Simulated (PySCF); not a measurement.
## Core-level binding energies of `C#CBC#CC`

Compound: C5H5B.
Numbering: `[CH:1]#[C:2][BH:3][C:4]#[C:5][CH3:6]`

Geometry (PBE0-D3(BJ)/def2-SVP, Å), atoms numbered from 1 in this order:
```
atom  x, y, z in Å
C1     3.4062   -0.6026    0.2119
C2     2.4361    0.1216    0.0637
B3     1.2456    1.0466   -0.1219
C4    -0.1673    0.5217   -0.1616
C5    -1.3195    0.1136   -0.1954
C6    -2.6821   -0.3748   -0.2416
H7     4.2616   -1.2414    0.3421
H8     1.4462    2.2339   -0.2401
H9    -2.8789   -0.8475   -1.2174
H10   -3.4127    0.4373   -0.1048
H11   -2.8550   -1.1377    0.5336
```

Method: delta-SCF UKS SCAN, pcX-2 on the ionised atom, pcseg-1 elsewhere, spin-free X2C in PySCF. Binding energies are ΔSCF values: E(core-ionised, relaxed orbitals) − E(ground state) at a fixed geometry, referred to the vacuum level.

Problem. Give the core binding energies atom by atom.

Solution. 
| atom(s) | environment | level | binding energy (eV) | above the level's lowest (eV) | count |
| --- | --- | --- | --- | --- | --- |
| C6 | propargylic carbon | C 1s | 291.83 | +2.03 | 1 |
| C5 | alkyne carbon | C 1s | 290.54 | +0.74 | 1 |
| C1 | terminal alkyne carbon | C 1s | 290.36 | +0.56 | 1 |
| C2 | alkyne carbon | C 1s | 290.27 | +0.47 | 1 |
| C4 | alkyne carbon | C 1s | 289.80 | 0.00 | 1 |
| B3 | three-coordinate boron | B 1s | 195.90 | 0.00 | 1 |

Lowest listed C 1s: C4, bonded to C (triple bond) and B. Highest, 2.03 eV above it: C6, bonded to C and 3 H. The widest gap between neighbouring values is 1.29 eV, between 290.54 and 291.83 eV. Summing the Pauling electronegativity differences to the bonded atoms, each weighted by its formal bond order, gives -0.51 for the lowest site and -1.05 for the highest; the largest sum, 0.00, belongs to C5, 1.29 eV below the top. The smallest sum, -1.05, belongs to C6, 2.03 eV above the lowest.

Problem. Express the binding energy of C 1s of C4 in atomic units and per mole.

Solution. 289.80 eV = 10.6500 Eh = 27961 kJ/mol.

The unrestricted hole states depart most from a pure doublet (⟨S²⟩ = 0.75; over 0.85 named) for C 1s of C1 (0.87), C 1s of C2 (0.88), B 1s of B3 (0.91) and C 1s of C5 (0.88), which makes these values less certain. Geometry: PBE0-D3(BJ)/def2-SVP; no solvent, vibrations or thermal averaging.
